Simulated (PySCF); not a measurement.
Al(I)(OH)2 (AlH₂IO₂), SMILES [Al]([OH])([I])[OH]. Heavy atoms are numbered as in [Al:1]([I:2])([OH:3])[OH:5]. Hydrogens are named by the atom that carries them.

Geometry optimised at PBE0-D3(BJ)/def2-SVP. The def2 effective core potentials stand for the cores of I; spin–orbit coupling is left out. One conformer was computed; it need not be the lowest.

Method: HF/def2-TZVPD in PySCF.

Mulliken values depend strongly on the basis, most of all with diffuse functions as here. ESP charges are fitted to the potential on shells at 1.4 to 2.0 van der Waals radii. Atomic charges (e), one atom of each kind:

```json
[
 {"atom": "Al1", "Mulliken": "0.91", "ESP fit": "…"},
 {"atom": "I2", "Mulliken": "-0.37", "ESP fit": "…"},
 {"atom": "O3 (OH)", "Mulliken": "-0.59", "ESP fit": "…"},
 {"atom": "H on O3", "Mulliken": "0.32", "ESP fit": "…"}
]
```

**Question.** Fill in the missing entries. (The exact figures need the calculation; the answer reports its results.)

**Answer.** 
- Al1, ESP fit: 0.93
- I2, ESP fit: -0.28
- O3 (OH), ESP fit: -0.67
- H on O3, ESP fit: 0.34
